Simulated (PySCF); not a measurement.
# One molecule, several mistakes: AlB2GeH6

All numbers below are calculated, not measured. They come from PySCF 2.14.0, an open-source quantum chemistry program, on an isolated molecule that a program drew, which may never have been made. The molecule is AlB2GeH6 (charge 0, doublet), drawn as the SMILES string `B[B][GeH2][AlH2]`.

Each row is a Hartree-Fock (HF) and frozen-core CCSD(T) single point in the cc-pV(D+d)Z basis, meant for a local HF minimum. Run 1 is clean. Each other run has one planted mistake out of seven kinds, and not every kind appears here: one electron removed, one electron added, multiplicity raised by two, geometry at a saddle point, minimal basis STO-3G, one bond length entered in bohr, all coordinates scaled. The reference is restricted for singlets and unrestricted otherwise, and also for a bond in bohr. Adding or removing an electron swaps singlet and doublet. Electrons count all cores. HOMO and LUMO are orbital energies over both spins, the gradient is its largest component, and the lowest frequency (negative if imaginary) is given only where the gradient is small. Bond lengths are over the 9 bonds as drawn. T1 is the CCSD diagnostic: over 0.02 (restricted) or 0.045 (unrestricted) a single reference is doubtful. Germanium has the cc-pVDZ-PP basis, with a core potential (ECP10MDF) in place of its 10 inner electrons, and its 3s, 3p and 3d shells are frozen in CCSD(T).

Geometry of the clean run:
```xyz
10
AlB2GeH6, angstrom
B    -1.2026    2.9107    1.2996
B    -0.7491    1.4111    0.9272
Ge   -0.2756   -0.5353    0.4670
Al   -2.3068   -2.0154    0.6004
H    -2.3493    3.1494    1.5760
H    -0.4049    3.8109    1.3070
H     0.8103   -1.0456    1.4307
H     0.3299   -0.6005   -0.9462
H    -2.1534   -3.5549    0.2814
H    -3.7193   -1.4298    0.9953
```

| run | electrons | basis functions | <S^2> | HOMO (eV) | LUMO (eV) | gradient (hartree/bohr) | lowest frequency (cm^-1) | mean bond (Å) | longest bond (Å) | T1 | HF (hartree) | CCSD(T) (hartree) | mistake |
|---|---|---|---|---|---|---|---|---|---|---|---|---|---|
| 1 | 61 | 104 | 0.759 | -8.55 | 0.47 | 2.1e-06 | 24 | 1.6473 | 2.517 | 0.0183 | -588.06621 | -588.44563 | no fault |
| 2 | 61 | 104 | 1.599 | -8.31 | -0.30 | 2.4e-02 | - | 1.7994 | 2.908 | 0.0616 | -587.96605 | -588.33645 | one bond length entered in bohr |
| 3 | 61 | 104 | 3.787 | -6.91 | -2.09 | 2.2e-02 | - | 1.6473 | 2.517 | 0.0464 | -587.93057 | -588.31263 | multiplicity raised by two |
| 4 | 60 | 104 | 0.000 | -14.53 | -6.16 | 5.5e-02 | - | 1.6473 | 2.517 | 0.0214 | -587.79735 | -588.16080 | one electron removed |
| 5 | 61 | 104 | 0.761 | -8.43 | 0.39 | 2.6e-02 | - | 1.7329 | 2.648 | 0.0196 | -588.04789 | -588.43082 | ? |
| 6 | 62 | 104 | 0.000 | -1.01 | 3.92 | 3.6e-02 | - | 1.6473 | 2.517 | 0.0251 | -588.05953 | -588.48314 | ? |

**Which mistake was planted in run 5, and what did it cost?**

The mean and the longest bond both change by the same factor, 1.052, and the gradient is no longer small. So the mistake is: all coordinates scaled. Subtracting run 1 and multiplying by 627.51 kcal/mol a hartree, the energy moved by 11.5 kcal/mol in HF and 9.3 kcal/mol in CCSD(T).

**Which mistake was planted in run 6, and what did it cost?**

It counts 62 electrons, one more than the clean run, at the same geometry and basis. So the mistake is: one electron added. Subtracting run 1 and multiplying by 627.51 kcal/mol a hartree, the energy moved by 4.2 kcal/mol in HF and -23.5 kcal/mol in CCSD(T).

Cautions from the logs. Run 2: T1 is over the limit, so its CCSD(T) energy is less reliable; run 3: T1 is over the limit, so its CCSD(T) energy is less reliable; run 4: T1 is over the limit, so its CCSD(T) energy is less reliable; run 6: T1 is over the limit, so its CCSD(T) energy is less reliable.
